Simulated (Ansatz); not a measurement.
Computed with Ansatz on PBE0-D4/def2-TZVP structures; ΔE is electronic, products minus reactants. CCSD(T)/CBS is the MP2 limit (def2-TZVPP, def2-QZVPP) plus CCSD(T) − MP2 in def2-TZVPP, frozen cores. This one scheme is used for every species. Functionals use def2-TZVPP. B3LYP here is the variant with VWN-RPA as its local correlation; programs differ in this. One conformer a species, not always the lowest.

`CCO[Si](C)(F)Cl` → `C[Si](O)(F)Cl` + ethylene  (alkene loss)

`CCO[Si](C)(F)Cl`:

```xyz
15

C     1.867   -0.315   -1.502
C     0.463    0.233   -1.509
O     0.054    0.550   -0.183
Si   -1.160   -0.115    0.647
C    -1.124    0.471    2.385
F    -2.553    0.254   -0.032
Cl   -1.046   -2.162    0.529
H     1.914   -1.250   -0.939
H     2.555    0.399   -1.046
H     2.200   -0.512   -2.524
H    -0.228   -0.488   -1.960
H     0.406    1.154   -2.095
H    -0.191    0.173    2.867
H    -1.198    1.560    2.414
H    -1.957    0.048    2.948
```

`C[Si](O)(F)Cl`:

Z-matrix (Å, degrees):
```
C
Si 1 1.834
H 1 1.092 2 110.0
H 1 1.091 2 110.4 3 -119.8
H 1 1.091 2 110.5 3 120.0
O 2 1.623 1 109.4 3 58.1
F 2 1.591 1 110.3 3 -62.8
Cl 2 2.049 1 112.0 3 -179.6
H 6 0.958 2 119.2 1 170.2
```

`C=C`:

Cartesian coordinates in Å:
```
C -0.312 0.458 -0.361
C 0.312 -0.458 0.361
H -0.725 1.354 0.088
H -0.438 0.349 -1.433
H 0.725 -1.354 -0.088
H 0.438 -0.349 1.433
```

```json
{"level": "B3LYP-D4", "ΔE (eV)": "0.71"}
{"level": "B3LYP", "ΔE (eV)": "0.54"}
{"level": "CCSD(T)/def2-TZVPP", "ΔE (eV)": "0.69"}
{"level": "MP2/CBS(def2)", "ΔE (eV)": "0.74"}
```

(1) What does CCSD(T)/CBS give? (Estimate.)

Largest T1 diagnostic among the species: 0.011.

## Answers

(1) Computed: +0.68 eV. The listed levels differ from it by 0.03, -0.14, 0.01, 0.06 eV.

From PBE to PBE0 (25 % exact exchange), in def2-TZVPP and without D4, ΔE moves by +0.10 eV. In def2-TZVPP, CCSD(T) changes the Hartree–Fock value by +0.17 eV (the triples alone add +0.01 eV) and MP2 by +0.23 eV. The D4 term adds +0.17 eV with B3LYP and +0.10 eV with PBE0; it sums over pairs of atoms, weighted by their polarisabilities, and B3LYP, whose exchange is more repulsive, gets the larger term.
